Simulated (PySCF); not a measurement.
**Electron correlation in Al (aluminium, neutral)**

[Ne] 3s2 3p1, 2P determinant. Calculation: PySCF 2.14, in dyall-av3z (19s12p3d2f, 84 functions); no relativity, point nucleus. Frozen: [Ne]; 3 electrons correlated; the 23 highest virtual orbitals of each spin left out.

| level | correlation energy (mhartree) |
| --- | --- |
| CCSD | -51.72 |
| (T) | -1.22 |
| CCSD(T) | -52.94 |

Diagnostics: T1 = 0.019, D1 = 0.0420, largest double amplitude 0.056.

Cost of the coupled-cluster step: roughly 3 core-seconds, for 3 correlated electrons.

Iterations:

```
CC2 = 0
CCSD nocc = (np.int64(2), np.int64(1)), nmo = (56, 56)
frozen orbitals [[0, 1, 2, 3, 4, 61, 62, 63, 64, 65, 66, 67, 68, 69, 70, 71, 72, 73, 74, 75, 76, 77, 78, 79, 80, 81, 82, 83], [0, 1, 2, 3, 4, 61, 62, 63, 64, 65, 66, 67, 68, 69, 70, 71, 72, 73, 74, 75, 76, 77, 78, 79, 80, 81, 82, 83]]
max_cycle = 100
direct = 0
conv_tol = 1e-08
conv_tol_normt = 1e-06
diis_space = 8
diis_start_cycle = 0
Init t2, MP2 energy = -0.036932380643052
Init E_corr(UCCSD) = -0.0369323806436728
cycle = 1  E_corr(UCCSD) = -0.0457479184380861  dE = -0.00881553779  norm(t1,t2) = 0.0600589
cycle = 2  E_corr(UCCSD) = -0.0489689060390365  dE = -0.0032209876  norm(t1,t2) = 0.0280772
cycle = 3  E_corr(UCCSD) = -0.0517022792982375  dE = -0.00273337326  norm(t1,t2) = 0.0144578
cycle = 4  E_corr(UCCSD) = -0.0516946543368145  dE = 7.62496142e-06  norm(t1,t2) = 0.00237868
cycle = 5  E_corr(UCCSD) = -0.0517348335031563  dE = -4.01791663e-05  norm(t1,t2) = 0.000436588
cycle = 6  E_corr(UCCSD) = -0.051718692525969  dE = 1.61409772e-05  norm(t1,t2) = 9.98858e-05
cycle = 7  E_corr(UCCSD) = -0.0517243820240746  dE = -5.68949811e-06  norm(t1,t2) = 3.278e-05
cycle = 8  E_corr(UCCSD) = -0.0517236448639459  dE = 7.37160129e-07  norm(t1,t2) = 8.86482e-06
cycle = 9  E_corr(UCCSD) = -0.0517232482442828  dE = 3.96619663e-07  norm(t1,t2) = 2.30407e-06
cycle = 10  E_corr(UCCSD) = -0.0517233777899914  dE = -1.29545709e-07  norm(t1,t2) = 7.83124e-07
cycle = 11  E_corr(UCCSD) = -0.051723376021986  dE = 1.76800542e-09  norm(t1,t2) = 1.88791e-07
UCCSD converged
E(UCCSD) = -241.9322739978072  E_corr = -0.05172337602198597
UCCSD(T) correction = -0.00122491189973208
```
